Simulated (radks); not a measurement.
Values are calculated unless marked as measured or tabulated.
Problem. Spherical quantum dot in the effective-mass picture: electrons in a parabolic well V = omega^2 r^2 / 2 with omega = 1.58, with a point charge +1 (a donor) at the centre, all in effective atomic units (hartree* = m*/eps^2 hartree, bohr* = eps/m* bohr), one dielectric constant everywhere. Level of theory: non-relativistic Kohn-Sham, LDA (Slater exchange, Perdew-Wang correlation), spin-polarised, spherical densities (a radial shooting solver with Libxc functionals). Levels are named by radial order and angular momentum (1s, 1p, 1d, 2s, ...), and open shells are averaged over m. At N = 8 the configuration is 1s2 1p6. Does electron 9 go into 2s up or 1d up?

Solution. Into 2s up. The total energies of the other choices lie higher by 0.201 hartree* (1d up).
